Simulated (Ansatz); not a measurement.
Start from `Cl[SiH2][O][GeH2][Cl]` and change one atom or group to get `F[SiH2]O[SiH2]Cl`.

Ansatz, PBE0-D4/def2-TZVP geometries, multiplicity 1. Each molecule was computed in one conformer, which needn't be the lowest.

Scalar relativity is left out up to krypton.

```csv
property,`Cl[SiH2][O][GeH2][Cl]`
HOMO energy (PBE0/def2-TZVPP) / eV,-8.80
HOMO–LUMO gap (ωB97M-V/def2-TZVPP) / eV,12.72
LUMO energy (PBE0/def2-TZVPP) / eV,-0.21
LUMO energy (B3LYP/def2-TZVPP) / eV,-0.52
HOMO energy (B3LYP/def2-TZVPP) / eV,-8.57
LUMO energy (ωB97M-V/def2-TZVPP) / eV,1.68
```

Q: What does the change do to each property? (An estimate is asked.)

A: The calculation gave: 
```
                               property  `F[SiH2]O[SiH2]Cl`  shift
     HOMO energy (PBE0/def2-TZVPP) / eV               -9.04  -0.24
HOMO–LUMO gap (ωB97M-V/def2-TZVPP) / eV               13.18   0.46
     LUMO energy (PBE0/def2-TZVPP) / eV                0.16   0.37
    LUMO energy (B3LYP/def2-TZVPP) / eV               -0.04   0.48
    HOMO energy (B3LYP/def2-TZVPP) / eV               -8.80  -0.23
  LUMO energy (ωB97M-V/def2-TZVPP) / eV                1.90   0.22
```

With PBE0 the HOMO falls by 0.24 eV and the LUMO rises by 0.37 eV, so the gap widens by about 0.61 eV. PBE moves the HOMO by -0.24 eV and ωB97M-V by -0.24 eV.

B3LYP here is the variant with VWN-RPA as its local correlation; programs differ in this.
